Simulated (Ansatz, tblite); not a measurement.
Spin states of the cluster Zn₂Se₂⁻ (the lowest doublet isomer of a short search), each relaxed with PBE-D4/def2-SVPD in Ansatz. Electronic energies in the gas phase.

The xTB rows come from tblite. HSE06 is defined as in plane-wave codes, on full-range PBE exchange. Correlated methods freeze 36 core orbitals; core or outer-core shells of Se are correlated, in sets that lack core-valence functions. The structure comes from a short search, and lower isomers may exist.

Doublet geometry (D2h within 0.1 Å):

```
atom    x (Å)    y (Å)    z (Å)
 Zn1   0.2118  -0.8678  -1.0046
 Zn2  -0.2120   0.8678   1.0043
 Se3   1.0819  -1.1432   1.2157
 Se4  -1.0817   1.1433  -1.2154
```

Quartet geometry (C2v within 0.1 Å):

```xyz
4

Zn   -0.995   -0.575    1.171
Zn    1.013    1.150   -0.586
Se    1.331   -1.090    0.452
Se   -1.350    0.515   -1.038
```

⟨S²⟩: doublet 0.77 at PBE0-D4/def2-TZVPD (pure 0.75), quartet 3.76 at PBE0-D4/def2-TZVPD (pure 3.75).

Run but left out: HF/STO-3G (doublet: ⟨S²⟩ 2.97, where a pure state has 0.75).

Only these spin states were relaxed. The quartet has other bonds than the doublet, so the gap mixes isomer and spin.

Task: Estimate which spin state lies lowest at each of these levels, and by how much: GFN1-xTB; GFN2-xTB; HF/def2-TZVPD; PBE-D4/def2-TZVPD; r2SCAN-D4/def2-TZVPD; PBE0-D4/def2-TZVPD; HSE06-D4/def2-TZVPD; CAM-B3LYP-D4/def2-TZVPD; MP2/def2-TZVPD.

Result: 
| level | quartet − doublet (kcal/mol) | lowest of these | remarks |
| --- | --- | --- | --- |
| GFN1-xTB | 37.6 | doublet | – |
| GFN2-xTB | 42.7 | doublet | – |
| HF/def2-TZVPD | 24.1 | doublet | spin-contaminated (⟨S²⟩ 0.85) (doublet) |
| PBE-D4/def2-TZVPD | 39.1 | doublet | HOMO above zero (doublet), HOMO above zero (quartet) |
| r2SCAN-D4/def2-TZVPD | 38.9 | doublet | – |
| PBE0-D4/def2-TZVPD | 39.4 | doublet | – |
| HSE06-D4/def2-TZVPD | 39.4 | doublet | – |
| CAM-B3LYP-D4/def2-TZVPD | 39.0 | doublet | – |
| MP2/def2-TZVPD | 44.6 | doublet | spin-contaminated (⟨S²⟩ 0.85) (doublet) |

Change of the quartet − doublet gap on mixing in exact exchange, in kcal/mol: PBE to PBE0 (25 % exact exchange) 0.3. The xTB methods have no spin-polarisation term.
